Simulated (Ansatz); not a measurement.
C₄H₈, triplet, geometry from GFN2-xTB (a higher spin typed on purpose: for a closed-shell molecule this is an excited state); CCSD(T)/STO-3G in Ansatz (a program for electronic structure).

The Ansatz input:
Ansatz 0.2 input:
```yaml
crystal:
  periodic: [false, false, false]
  atoms:
    - {symbol: C, position_ang: [-1.15624507, -0.87916860, -0.04051442]}
    - {symbol: C, position_ang: [-0.01256111, 0.08350426, 0.01189816]}
    - {symbol: C, position_ang: [1.36521109, -0.48911726, -0.09391931]}
    - {symbol: C, position_ang: [-0.22788925, 1.49221281, 0.14524560]}
    - {symbol: H, position_ang: [-1.01654276, -1.68594538, 0.68395579]}
    - {symbol: H, position_ang: [-1.22938198, -1.34750214, -1.02810732]}
    - {symbol: H, position_ang: [-2.09715668, -0.37703551, 0.16949563]}
    - {symbol: H, position_ang: [1.59582270, -1.11669389, 0.77353669]}
    - {symbol: H, position_ang: [2.11067560, 0.29966423, -0.15358709]}
    - {symbol: H, position_ang: [1.45354928, -1.12579148, -0.97865012]}
    - {symbol: H, position_ang: [-0.35123030, 2.13528041, -0.71439919]}
    - {symbol: H, position_ang: [-0.27682982, 1.97343663, 1.11149528]}
basis:
  gaussian:
    orbitals: STO-3G
magnetization: {spin_polarized: true, initial_magnetization: 2}
correlation: {method: ccsd_t}
```

Question: Write the output that Ansatz gives for this input, abridged.

Answer: 
```
Functional definition: HF
384 factors; integrals over basis functions are off by at most 5.1e-5 eV
mean field evaluation 1: about -4193.9645 eV, gradient 1.1e1 eV
mean field evaluation 2: about -4194.1863 eV, gradient 1.1e1 eV
mean field evaluation 4: about -4195.5167 eV, gradient 1.0e0 eV
mean field evaluation 8: about -4195.5333 eV, gradient 1.6e-2 eV
mean field evaluation 16: about -4195.3240 eV, gradient 5.4e-1 eV
mean field -4195.53330499 eV, -154.1830051239 hartree, gradient 2.9e-6 eV, S^2 2.013731; 0 other end points of the search recorded, 0 dependent functions left out
4 core orbitals not correlated
reference -4195.53330499 eV, -154.1830051239 hartree; 13, 11 occupied and 11, 13 virtual orbitals, 384 factors
second order -4.67580713 eV of doubles, -0.00000000 eV of singles
cycle   1  -5.81350419 eV  change    -1.1e0 eV  update   7.6e-2
cycle   2  -6.38552738 eV  change   -5.7e-1 eV  update   3.1e-2
cycle   3  -6.43342811 eV  change   -4.8e-2 eV  update   8.6e-3
cycle   4  -6.43913166 eV  change   -5.7e-3 eV  update   2.9e-3
cycle   5  -6.43971131 eV  change   -5.8e-4 eV  update   7.8e-4
cycle   6  -6.43956945 eV  change    1.4e-4 eV  update   2.8e-4
cycle   7  -6.43960851 eV  change   -3.9e-5 eV  update   9.0e-5
cycle   8  -6.43963945 eV  change   -3.1e-5 eV  update   3.9e-5
cycle   9  -6.43962315 eV  change    1.6e-5 eV  update   1.3e-5
perturbative correction -0.04284189 eV, -0.0015744104 hartree
Total energy: -4202.01577004 eV, -154.4212313204 hartree
```
